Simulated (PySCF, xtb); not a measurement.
Si(H)(vinyl)(OH)(OMe) (C3H8O2Si), SMILES O(C)[SiH](C=C)O. One conformer was computed; it need not be the lowest.

Harmonic wavenumbers (cm⁻¹) from GFN2-xTB (xtb) at its own minimum, in rising order: 41, 88, 91, 117, 162, 219, 268, 302, 357, 499, 660, 703, 707, 769, 813, 892, 921, 1014, 1036, 1133, 1134, 1154, 1271, 1416, 1425, 1482, 1491, 1678, 2298, 2946, 2959, 2985, 3052, 3071, 3098, 3660.

Problem. What does PBE-D3(BJ)/def2-SVP (PySCF) give at its own minimum? (An estimate is asked for; the answer gives what the named calculation found.)

Solution. 65, 84, 95, 140, 173, 270, 296, 337, 405, 521, 659, 729, 785, 818, 875, 879, 954, 972, 1011, 1112, 1135, 1169, 1226, 1367, 1419, 1423, 1425, 1621, 2181, 2917, 2988, 3037, 3046, 3077, 3139, 3747. Paired by order, the mean absolute difference is 35 cm⁻¹ and the zero-point energies are 65.6 and 65.9 kcal/mol.
